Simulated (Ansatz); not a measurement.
Two isomers of CH8GeSSi: A = `[SiH3]S[CH2][GeH3]`, B = `CS[SiH2][GeH3]`.

Gas-phase electronic energies from Ansatz, PBE0-D4/def2-TZVP geometries. CCSD(T)/CBS adds triple-zeta CCSD(T) − MP2 to the extrapolated MP2 energy (def2 sets, frozen cores). DFT in def2-TZVPP. For Ge outer-core shells are correlated without core-valence functions, which leaves a few kJ/mol of doubt a bond. Scalar relativity is left out up to krypton. Each species was taken in one conformer, which may not be the lowest.

A:

Z-matrix (Å, degrees):
```
Si
S 1 2.127
H 1 1.484 2 106.9
H 1 1.488 2 110.7 3 120.1
H 1 1.488 2 110.7 3 -120.1
C 2 1.816 1 99.0 3 180.0
Ge 6 1.967 2 109.8 1 179.7
H 6 1.092 2 110.4 1 -60.3
H 6 1.092 2 110.4 1 59.9
H 7 1.535 6 109.4 2 60.0
H 7 1.535 6 109.4 2 -60.4
H 7 1.538 6 108.6 2 179.8
```

B:

```xyz
12

C    -1.160    1.765   -0.214
S    -1.904    0.226    0.400
Si   -0.505   -1.186   -0.367
Ge    1.659   -0.919    0.595
H    -0.168    1.923    0.209
H    -1.813    2.576    0.106
H    -1.104    1.765   -1.303
H    -0.405   -1.067   -1.850
H    -1.058   -2.520   -0.017
H     1.609   -1.197    2.105
H     2.176    0.516    0.388
H     2.672   -1.880   -0.052
```

Problem. Which is lower in electronic energy at CCSD(T)/CBS, and by how much? (Estimate.)

Solution. Computed: B, by 8.0 kcal/mol.

Problem. Give E(B) − E(A) in kcal/mol with r2SCAN-D4, CCSD(T)/def2-SVP, CCSD/def2-TZVPP, BLYP-D4, CCSD(T)/def2-TZVPP, PBE-D4, HF/def2-TZVPP. (Estimate.)

Solution. Computed: r2SCAN-D4 -10.0, CCSD(T)/def2-SVP -7.3, CCSD/def2-TZVPP -7.6, BLYP-D4 -9.7, CCSD(T)/def2-TZVPP -7.6, PBE-D4 -11.1, HF/def2-TZVPP -7.0. None reverses the order clearly.

Problem. Does the order hold for the free energy at 298.15 K (harmonic terms from PBE0-D4)? (An estimate is asked.)

Solution. Computed: Yes: G(B) − G(A) = -6.7 kcal/mol, for one conformer each. Modes under 60 cm⁻¹, often nearly free rotors, make the harmonic entropy too high.

Largest T1 diagnostic: 0.012.

Leaving LDA and LC-ωPBE aside and taking each functional with its dispersion term where it has one, the values, not all of them listed here, spread over 2.9 kcal/mol, from PBE-D4 to B2PLYP. From BLYP to BHLYP (50 % exact exchange), in def2-TZVPP and without D4, E(B) − E(A) moves by +1.1 kcal/mol.
